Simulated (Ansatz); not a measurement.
Q: Name a neutral molecule of B, C, F, O and H with LUMO energy (PBE0/def2-TZVPP) between -0.85 and -0.55 eV and HOMO–LUMO gap (PBE0/def2-TZVPP) between 8.60 and 8.90 eV (Ansatz, PBE0-D4/def2-TZVP geometry).

A: `OC(F)B(F)F` (-0.56 eV, 8.70 eV). Other molecules can fit too; these were computed, each in one conformer that needn't be the lowest.
